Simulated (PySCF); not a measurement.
A calculated (PBE, PySCF 2.14, aug-cc-pVDZ-X2C, the spin-free X2C one-electron Hamiltonian (Gaussian nucleus)) atom or ion has these occupied shells.

```csv
shell,electrons,orbital energy (eV),"rms radius, mean of both spins (bohr)"
1s α,1,-3954.7,0.0888
1s β,1,-3954.6,0.0888
2s α,1,-421.77,0.395
2s β,1,-421.74,0.395
2p α,3,-342.18,0.364
2p β,3,-342.15,0.364
3s α,1,-54.434,1.24
3s β,1,-54.330,1.24
3p α,3,-35.300,1.38
3p β,3,-35.165,1.38
4s α,1,-9.384,3.88
```

(1) Name the element and its charge.

Answers

(1) Ca⁺ (calcium, charge +1), in [Ar] 4s1, 2S determinant.
